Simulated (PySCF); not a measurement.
## Calculated NMR data

Rapidly exchanging positions averaged, one conformer, relativity neglected, isolated molecule. σ from GIAO-PBE0/pcSseg-1; geometry from GFN2-xTB; PySCF 2.14.

Scale: ¹H, ¹³C against TMS (reference shieldings calculated alike). Where no couplings were computed, multiplicities follow the n + 1 count of equivalent neighbours, and m marks all less simple cases (inequivalent or close neighbours, rings, F or P nearby). Shifts are as computed. Against solution values, carbons near 30 ppm lie about +3 ppm off and those near 130 ppm about +5 ppm. Of 1211 compounds with measured shifts, 218 miss one by over three times the rms of a fit or turn the order of signals round; such compounds aren't used in these exercises.

Compound 1 (C₈H₁₀N₂). ¹H NMR (600 MHz, computed): δ 7.24 (s, 1H), 4.93 (d, 2H), 2.51 (s, 3H), 2.21 (s, 3H), 1.76 (t, 1H). ¹³C{¹H} NMR (computed): δ 142.2, 139.0, 120.0, 84.0, 80.3, 42.1, 11.3, 11.2. Structure: `c1nn(CC#C)c(C)c1C`.

Compound 2 (C₈H₁₀N₂). ¹H NMR (600 MHz, computed): δ 2.82 (m, 2H), 2.17 (m, 4H), 1.86 (m, 4H). ¹³C{¹H} NMR (computed): δ 126.2, 28.6, 26.9. Structure: `N#C[C@H]1CC[C@H](C#N)CC1`.
